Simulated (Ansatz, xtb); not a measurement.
**C5H6N2O2: 7 structures ranked**

7 gas-phase structures of C5H6N2O2, from a drawn sample of its isomers (lower ones may exist). Each was relaxed with GFN2-xTB; where two conformers were screened, the lower at r2SCAN-D4/def2-SVP is listed:

A. `COc1ccn(C=O)n1`, a singlet
B. `COc1cc(C=O)[nH]n1`, a singlet
C. `COc1cc(C=O)n[nH]1`, a singlet
D. `COc1ccnn1C=O`, a singlet
E. `COc1cn[nH]c1C=O`, a singlet
F. `COc1cnn(C=O)c1`, a singlet
G. `COc1n[nH]cc1C=O`, a singlet

**Question.** Which do you expect lowest at r2SCAN-D4/def2-SVP, and how would the others follow?

**Answer.** Calculated order at r2SCAN-D4/def2-SVP: A (0.0), B (19.2), G (19.6), F (29.2), D (29.6), C (31.5), E (38.1) kJ/mol. Less than 1 kcal/mol parts B and G; F and D; D and C, so the order within those pairs means little.

Energies above the lowest of each column, in kJ/mol; the last columns are at PBE0-D3(BJ)/def2-SVP geometries and were run for some of them only (a dash: not run or not comparable):

| structure | GFN2-xTB | HF/STO-3G | r2SCAN-D4/def2-SVP | PBE0-D3(BJ)/def2-SVP | CCSD(T)/def2-SVP + ΔMP2/def2-TZVPP |
| --- | --- | --- | --- | --- | --- |
| A | 0.0 | 0.0 | 0.0 | 0.0 | 0.0 |
| B | 47.3 | 26.3 | 19.2 | 20.8 | 22.4 |
| G | 43.7 | 21.8 | 19.6 | 18.4 | 20.3 |
| F | 24.8 | 22.2 | 29.2 | 28.4 | 27.9 |
| D | 23.9 | 9.1 | 29.6 | 28.8 | 29.2 |
| C | 61.2 | 23.2 | 31.5 | – | – |
| E | 59.1 | 43.7 | 38.1 | – | – |

Every level run on A puts it lowest or level with the lowest. CCSD(T)/def2-SVP + ΔMP2/def2-TZVPP orders those it was run on as A (0.0), G (20.3), B (22.4), F (27.9), D (29.2) kJ/mol. Less than 1 kcal/mol parts G and B; F and D, so the order within those pairs means little. Some further structures that were screened fall inside this span and aren't listed. Flexible structures stand in one conformer each, not always the lowest. Frequencies (GFN2-xTB) were run for A, B, D, F, G alone. ΔMP2 is the change of the MP2 energy from the smaller to the larger basis.

Over these structures GFN2-xTB departs from r2SCAN-D4/def2-SVP by 14.2 kJ/mol on average once a common shift is removed. A GFN2-xTB relaxation took about 0.084 s and the r2SCAN-D4/def2-SVP energy about 5.1 s on a shared host (Ansatz 0.2.0, xtb 6.7.1).
